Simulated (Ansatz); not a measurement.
Reaction (isomerisation): `FC1[BH][Al]([F])[SiH2]1` → `FB1C[Si]1(F)[AlH2]`

Calculated with Ansatz (gas phase, PBE0-D4/def2-TZVP geometries, no zero-point term in ΔE). CCSD(T)/CBS is the MP2 limit (def2-TZVPP, def2-QZVPP) plus CCSD(T) − MP2 in def2-TZVPP, frozen cores. Functionals use def2-TZVPP. B3LYP here is the variant with VWN-RPA as its local correlation; programs differ in this.

`FC1[BH][Al]([F])[SiH2]1`:

```xyz
10

F     0.466   -2.135   -0.817
C     0.027   -1.023   -0.128
B    -1.327   -0.377   -0.464
Al   -0.929    1.354    0.703
F    -1.635    2.570    1.558
Si    1.252    0.517    0.045
H     0.036   -1.254    0.962
H    -2.029   -0.727   -1.362
H     2.455    0.090    0.806
H     1.684    0.985   -1.303
```

`FB1C[Si]1(F)[AlH2]`:

Z-matrix (Å, degrees):
```
C
B 1 1.505
Si 1 1.994 2 65.8
H 1 1.095 2 116.9 3 80.5
H 1 1.089 2 125.4 3 -129.8
F 2 1.315 1 135.0 3 150.4
F 3 1.613 1 119.3 2 -98.7
Al 3 2.431 1 110.2 2 124.3
H 8 1.588 3 114.7 1 -19.6
H 8 1.583 3 123.2 1 163.9
```

Problem. Is it downhill or uphill in electronic energy at CCSD(T)/CBS, and by how much? (Estimate.)

Solution. The calculation gave: Downhill: ΔE = -102.0 kJ/mol.

Problem. What do these levels give: PBE-D4, PBE0-D4, B3LYP-D4, ωB97X-V, ωB97M-V, B2PLYP, PBE, B3LYP, SCS-MP2/def2-TZVPP, CCSD/def2-TZVPP, CCSD(T)/def2-TZVPP, CCSD/CBS(def2)? (Estimate.)

Solution. The calculation gave: PBE-D4 -102.6, PBE0-D4 -101.1, B3LYP-D4 -107.4, ωB97X-V -97.5, ωB97M-V -102.9, B2PLYP -107.9, PBE -103.5, B3LYP -108.9, SCS-MP2/def2-TZVPP -105.6, CCSD/def2-TZVPP -101.1, CCSD(T)/def2-TZVPP -101.8, CCSD/CBS(def2) -101.4 kJ/mol.

Largest T1 diagnostic among the species: 0.015.
